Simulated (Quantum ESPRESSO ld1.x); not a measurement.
Values are calculated unless marked as measured or tabulated.
Question: All-electron atom: Pt IV in [Xe] 4f14 5d7. Code: ld1.x of Quantum ESPRESSO 7.5. Model: Dirac Kohn-Sham, revPBE, spin-unpolarised, spherical densities, point nucleus; open shells are shared between the two j in proportion to 2j + 1. Some entries of the table are withheld. Estimate them.

| orbital | occ. | eigenvalue (eV) | <r^2> (bohr^2) | <1/r> (bohr^-1) |
|---|---|---|---|---|
| 1s1/2 | 2 | -78352.1 | 0.0004059 | 94.04 |
| 2s1/2 | 2 | -13782.7 | 0.006142 | 23.06 |
| 2p1/2 | 2 | -13208.6 | 0.004356 | 23.00 |
| 2p3/2 | 4 | -11479.5 | 0.005547 | 18.86 |
| 3s1/2 | 2 | -3264.28 | 0.03993 | 8.463 |
| 3p1/2 | 2 | -3007.19 | 0.03646 | 8.373 |
| 3p3/2 | 4 | -2627.06 | 0.04292 | 7.295 |
| 3d3/2 | 4 | -2200.22 | (1) | 7.192 |
| 3d5/2 | 6 | -2118.31 | (2) | 6.945 |
| 4s1/2 | 2 | -729.277 | 0.1945 | 3.575 |
| 4p1/2 | 2 | -620.286 | 0.1989 | 3.463 |
| 4p3/2 | 4 | -529.774 | 0.2321 | 3.090 |
| 4d3/2 | 4 | -351.589 | (3) | (4) |
| 4d5/2 | 6 | -334.758 | (5) | (6) |
| 5s1/2 | 2 | -136.636 | 1.013 | 1.438 |
| 4f5/2 | 6 | -107.174 | 0.3193 | 2.408 |
| 4f7/2 | 8 | -103.718 | 0.3285 | 2.374 |
| 5p1/2 | 2 | -101.757 | 1.192 | 1.312 |
| 5p3/2 | 4 | -86.5825 | 1.420 | 1.179 |
| 5d3/2 | 2.8 | -39.6504 | 2.468 | 0.8905 |
| 5d5/2 | 4.2 | -38.0056 | 2.621 | 0.8614 |
| 6s1/2 | 0 | -32.1746 | 6.137 | 0.5479 |
| 6p1/2 | 0 | -24.4704 | 8.299 | (7) |
| 6p3/2 | 0 | -22.5087 | 9.620 | (8) |
| 6d3/2 | 0 | -13.4719 | 18.44 | 0.3137 |
| 6d5/2 | 0 | -13.2463 | 19.04 | 0.3095 |
| 5f5/2 | 0 | (9) | 19.41 | 0.2910 |
| 5f7/2 | 0 | (10) | 19.53 | 0.2897 |

Answer: 
(1) 3d3/2 <r^2> (bohr^2): 0.03298
(2) 3d5/2 <r^2> (bohr^2): 0.03474
(3) 4d3/2 <r^2> (bohr^2): 0.2466
(4) 4d3/2 <1/r> (bohr^-1): 2.885
(5) 4d5/2 <r^2> (bohr^2): 0.2586
(6) 4d5/2 <1/r> (bohr^-1): 2.798
(7) 6p1/2 <1/r> (bohr^-1): 0.4667
(8) 6p3/2 <1/r> (bohr^-1): 0.4298
(9) 5f5/2 eigenvalue (eV): -10.0839
(10) 5f7/2 eigenvalue (eV): -10.0653
